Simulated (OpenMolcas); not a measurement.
**O⁺: effect of the basis set**

```
Program             : OpenMolcas 26.06
Method              : RASSCF
Active space        : 5 electrons in 9 orbitals (RAS2 2s 2p; RAS3 3d, at most 2 electrons)
State averaging     : 2S+1 = 4 odd, 1 root; 2S+1 = 2 odd, 8 roots; 2S+1 = 4 even, 3 roots; 2S+1 = 2 even, 9 roots
Spin-orbit coupling : state interaction with AMFI integrals over the reference wave functions, term energies averaged over their components
```

A. ANO-RCC-VTZP [4s3p2d1f], DKH2, point nucleus; cost roughly 27 core-seconds
B. ANO-R2 [4s4p2d1f], X2C, finite nucleus; cost roughly 25 core-seconds
C. ANO-RCC-VQZP [5s4p3d2f1g], DKH2, point nucleus; cost about 27 core-seconds
D. ANO-RCC [8s7p4d3f2g], DKH2, point nucleus; cost of the order of 22 core-seconds

Energies in cm-1 above 2s2 2p3 4S* 3/2, the measured ground level; measured values from NIST Handbook of Basic Atomic Spectroscopic Data.

```tsv
Level	A	B	C	D	Measured
2s2 2p3 4S* 3/2	0.0	0.0	0.0	0.0	0.0
2s2 2p3 2D* 3/2	29762	29903	29917	29908	26831
2s2 2p3 2D* 5/2	29765	29906	29920	29910	26811
2s2 2p3 2P* 3/2	44395	44579	44590	44582	40468
2s2 2p3 2P* 1/2	44399	44583	44594	44586	40470
2s 2p4 4P 5/2	122572	122679	122655	122622	119837
2s 2p4 4P 3/2	122720	122824	122801	122769	120000
2s 2p4 4P 1/2	122808	122910	122888	122856	120083
2s 2p4 2D 3/2	172721	172927	172957	172905	165996
2s 2p4 2D 5/2	172723	172928	172959	172906	165988
2s 2p4 2S 1/2	207140	207337	207395	207340	195710
2s 2p4 2P 3/2	223356	223548	223621	223551	212594
2s 2p4 2P 1/2	223530	223721	223795	223726	212762
```

Deviations, from unrounded energies. A percentage is the sum of absolute deviations over the sum of measured energies, with the sign that they share, or ± where signs differ.

```tsv
Against measurement	Levels	A	B	C	D
mean absolute deviation (cm-1)	12	5700	5900	5900	5800
other terms of the ground configuration (%)	4	+10.2	+10.7	+10.7	+10.7
other configurations (%)	8	+4.2	+4.3	+4.3	+4.2
```

A, B, C, D lie about equally close to measurement. The largest miss of A in the table is 2s 2p4 2S 1/2, by +11000 cm-1. The ranking rests on the paired levels alone, and a cruder setting can come out closer through cancelling errors.

Among A to D the level of the table that moves most is 2s 2p4 2P 3/2, by 270 cm-1 (lowest in A, highest in C).

Without dynamic correlation excited terms often stand tens of per cent too high (terms of higher spin than the ground term too low), and those without a measured partner can miss by more than the paired ones. Active for correlation alone: 3d; no level in the range computed is led by a configuration that fills it, so any true level of that kind is missing. Measured partners are found by configuration, term and J. A level has none where our copy of the source lacks it or the pairing is in doubt (some pairs that miss far off the trend of their configuration count as doubtful), and it then counts in no deviation. Only configurations of the active space appear.

* marks odd parity.
